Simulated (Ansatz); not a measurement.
`C[N]([SiH3])[GeH3]` → `C[NH][GeH3]` + `[SiH2]` at 298.15 K and 1 bar (silylene loss).

Program: Ansatz. Geometries: PBE0-D4/def2-TZVP. ΔE: electronic, gas phase. CCSD(T)/CBS adds triple-zeta CCSD(T) − MP2 to the extrapolated MP2 energy (def2 sets, frozen cores). This one scheme is used for every species. For Ge outer-core shells are correlated without core-valence functions, which leaves a few kJ/mol of doubt a bond. Scalar relativity is left out up to krypton.

```tsv
species	CCSD(T)/CBS energy (Eh)	H − E (kJ/mol)	S (J/(mol·K))
`C[N]([SiH3])[GeH3]`	-2463.36560	265.9	367.3
`C[NH][GeH3]`	-2173.06430	220.1	309.9
`[SiH2]`	-290.19011	40.6	207.5
```

H − E and S are ideal-gas, rigid-rotor, harmonic terms from PBE0-D4/def2-TZVP, for one conformer and one mirror image of each species. 1 Eh = 2625.50 kJ/mol, R = 8.31446 J/(mol·K).

By hand: ΔE, ΔH, ΔS and ΔG.

ΔE = (-2173.06430) + (-290.19011) − (-2463.36560) = 0.11119 Eh = 291.9 kJ/mol. Δ(H − E) = 220.1 + 40.6 − 265.9 = -5.2, so ΔH = 286.7 kJ/mol. ΔS = 309.9 + 207.5 − 367.3 = 150.1 J/(mol·K). ΔG = 286.7 − 298.15 × (150.1)/1000 = 241.9 kJ/mol.

By hand: the equilibrium constant, and the temperature at which ΔG would vanish if ΔH and ΔS stayed fixed.

log₁₀ K = −ΔG/(RT ln 10) = -42.4. ΔG = 0 at ΔH/ΔS = 1910 K.

The number of gas molecules changes by +1, which sets the sign of ΔS. A doubt of 5 kJ/mol in ΔE shifts log₁₀ K by 0.9 here. Other conformers and mirror images would add mixing entropy, several J/(mol·K) or more a flexible species. These are equilibria of isolated gas molecules and say nothing of rates. Largest T1 diagnostic: 0.014 (customary marks: 0.02 for closed shells, 0.045 for open ones).
